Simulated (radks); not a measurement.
Fractional charge and spin in the 1s shell of carbon: the spin-up occupation runs from 0 to 1 and the spin-down occupation from 0 to 1; the fullest corner is C3+, 2s(up 0.5, down 0.5) 1s(up 1, down 1). Method: scalar-relativistic Kohn-Sham, PBEsol, spin-polarised, spherical densities, finite nucleus; Fermi nuclear charge, rms radius of each element as measured or else 0.836 A^(1/3) + 0.57 fm; computed with a radial shooting solver on a logarithmic mesh with Libxc functionals. Energy (eV) minus the two flat planes that join the four corners (they meet along the diagonal where the two added fractions sum to one electron); zero is where a piecewise linear energy would lie.

\begin{tabular}{lrrrrr}
down \ up & 0 & 0.25 & 0.5 & 0.75 & 1 \\ \hline
0 & 0.000 & -5.874 & -8.428 & -6.572 & 0.000 \\
0.25 & -5.874 & -5.517 & -1.987 & 5.822 & -5.217 \\
0.5 & -8.428 & -1.987 & 7.526 & -2.238 & -7.521 \\
0.75 & -6.572 & 5.822 & -2.238 & -6.239 & -5.880 \\
1 & 0.000 & -5.217 & -7.521 & -5.880 & 0.000 \\
\end{tabular}

Corners above the fullest one (they belong to C4+ and the next ion): (up 1, down 0) 362.57 eV, (up 0, down 1) 362.57 eV, (up 0, down 0) 818.92 eV. With half an added electron in each spin the energy lies 7.526 eV from the planes, and with half an added electron in spin up alone -8.428 eV. The planes are only a guide here: the flat-plane condition holds for ground states with one frontier orbital, while this shell lies below other occupied shells, so the corners above the fullest one are inner-hole states and not the ground states of those ions.
